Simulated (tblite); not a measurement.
Compound: C9H14O.
Geometry (GFN2-xTB, Å), atoms numbered from 1 in this order:
```xyz
24
C9H14O angstrom
C      2.7007   -0.0632    0.7672
C      1.3100   -0.3231    0.2078
C      0.9576    0.5744   -0.9840
C     -0.5630    0.5454   -1.0602
C     -1.1853   -0.7475   -1.6132
C     -1.6925   -1.1207   -0.2129
C     -1.0664    0.1587    0.3673
C     -2.0272    1.1457    0.9383
O     -3.2182    1.0148    1.0078
C      0.1902   -0.0303    1.2151
H      2.8891   -0.6960    1.6314
H      2.8021    0.9757    1.0745
H      3.4582   -0.2739    0.0157
H      1.2431   -1.3702   -0.1014
H      1.3027    1.5919   -0.7901
H      1.4143    0.2302   -1.9116
H     -0.9799    1.4603   -1.4804
H     -1.9724   -0.5827   -2.3455
H     -0.4572   -1.4405   -2.0294
H     -2.7763   -1.1304   -0.1180
H     -1.2881   -2.0440    0.1956
H     -1.5361    2.0817    1.2812
H      0.0665   -0.8295    1.9455
H      0.4164    0.8929    1.7542
```

Computed with GFN2-xTB (tblite): harmonic, unscaled wavenumbers at the GFN2-xTB geometry, gas phase. The method is semi-empirical: single wavenumbers can be off by several per cent or more. One conformer, not necessarily the lowest.

Harmonic wavenumbers (cm⁻¹): 64.4, 88.1, 123.6, 210.3, 222.7, 261.1, 282.8, 338.5, 389.1, 406.4, 453.0, 570.9, 630.1, 694.0, 796.4, 858.5, 873.4, 884.9, 901.2, 923.3, 932.2, 971.5, 995.3, 1015.8, 1037.9, 1063.4, 1078.7, 1092.9, 1127.2, 1158.2, 1164.4, 1180.4, 1184.1, 1209.6, 1234.7, 1243.9, 1255.6, 1262.7, 1278.9, 1294.7, 1305.0, 1323.7, 1349.9, 1386.5, 1415.2, 1461.8, 1480.3, 1481.3, 1487.9, 1501.8, 1502.2, 1776.6, 2721.8, 2946.9, 2966.1, 2973.8, 2983.0, 3000.9, 3002.2, 3004.2, 3019.0, 3019.7, 3024.8, 3028.5, 3034.4, 3040.3.

A = 2341, B = 1021, C = 868.2 MHz; mass 138.104 u (most abundant isotopes); point group C1, symmetry number 1.

Problem. What is the zero-point energy?

Solution. Half the sum of the wavenumbers: 45996 cm⁻¹ = 550.24 kJ/mol.

Problem. What is S at 298.15 K and 1 bar for an ideal gas of classical rigid rotors and harmonic oscillators?

Solution. Translation 170.32, rotation 123.13, vibration 107.45: S = 400.9 J/(mol K).

Problem. And Cp and H(298.15 K) − H(0)?

Solution. Cp = 164.29 J/(mol K), of which vibrations give 131.03 (their classical limit is 66 R = 548.8); H(298.15 K) − H(0) = 27.87 kJ/mol without the zero-point energy, 17.96 from vibrations.

Problem. Which modes carry the vibrational entropy at 298.15 K?

Solution. 64.4 cm⁻¹: 18.06; 88.1 cm⁻¹: 15.49; 123.6 cm⁻¹: 12.73; 210.3 cm⁻¹: 8.54; 222.7 cm⁻¹: 8.10; 261.1 cm⁻¹: 6.92 J/(mol K); the other 60 give 37.59 together.

Problem. Blend soft modes into free rotors: weight 1/[1 + (100 cm⁻¹/ν̃)⁴] for the oscillator and the rest for a rotor with moment μB/(μ + B), μ = h/(8π²ν), B = 10⁻⁴⁴ kg m². What vibrational entropy results?

Solution. 101.52 J/(mol K) in place of 107.45, which changes −T·S at 298.15 K by +1.77 kJ/mol.

Hindered rotation and anharmonicity are outside this model. Other conformers, if any are populated, would add a mixing term that is left out. The structure is chiral; the term R ln 2 for an equal mix with its mirror image is left out.

On an Arm Neoverse V1 with one thread (shared host), this took 1.2 s of wall time. The figure is for the frequency step alone.
